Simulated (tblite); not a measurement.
Write Cartesian coordinates for `C[C@@H]([SiH3])[C@](C)(C=O)CC#N` as optimised with GFN2-xTB.

```
atom  x, y, z in Å
C1    -1.7252    0.7631    0.6664
C2    -0.7393   -0.3542    0.3357
Si3   -1.5146   -1.6032   -0.9125
C4     0.6314    0.1829   -0.1000
C5     0.5377    1.2365   -1.2153
C6     1.4415   -0.9409   -0.6885
O7     0.9721   -1.9309   -1.1738
C8     1.4228    0.7900    1.0820
C9     1.7088   -0.2023    2.0859
N10    1.9394   -0.9961    2.8753
H11   -1.3173    1.4761    1.3836
H12   -2.0259    1.3050   -0.2268
H13   -2.6198    0.3328    1.1083
H14   -0.5626   -0.9157    1.2610
H15   -1.2529   -2.9842   -0.5397
H16   -1.2369   -1.2553   -2.3053
H17   -2.9649   -1.3867   -0.7468
H18    1.5254    1.4590   -1.6184
H19    0.1119    2.1582   -0.8268
H20   -0.0909    0.8713   -2.0225
H21    2.5365   -0.7827   -0.6864
H22    0.8457    1.5959    1.5422
H23    2.3721    1.2083    0.7322
```

Any rigid rotation of these coordinates is as good. Atoms count from 1 in this order. Si3 and O7 aren't drawn bonded (4 bonds apart) but lie 2.52 Å from each other; Cordero's covalent radii sum to 1.77 Å. Si3 (SiH3 silicon) is distorted tetrahedral (angles from 103.1° to 115.8°). Of the pairs four or more bonds apart, those above aside, C9···H14 is among the closest relative to their van der Waals radii: 2.52 Å, 87 % of the sum of Bondi's values. The 6 C–C bonds span 1.440 Å (C8–C9, drawn single) to 1.547 Å (C4–C8, drawn single), a spread of 0.107 Å.

Bonds between heavy atoms (Å): C1–C2 1.526, C2–Si3 1.929, C2–C4 1.535, C4–C5 1.537, C4–C6 1.505, C6=O7 1.198, C4–C8 1.547, C8–C9 1.440, C9≡N10 1.143.

Computed geometry: GFN2-xTB, gas phase.

Point group: C1 (no symmetry element, even within 0.4 Å). Its GFN2-xTB frequencies are all real (lowest 48 cm⁻¹). One conformer, not necessarily the lowest (C1–C2–C4–C5 -51°, C2–C4–C6–O7 24°, C2–C4–C8–C9 62°). 3 starts were optimised and ended at 0.00, 1.33 and 1.69 kcal/mol (GFN2-xTB); the lowest of these is shown.

On an Arm Neoverse V1 with one thread, on a shared host, this took 0.89 s of wall time. These figures are those of the optimisation.
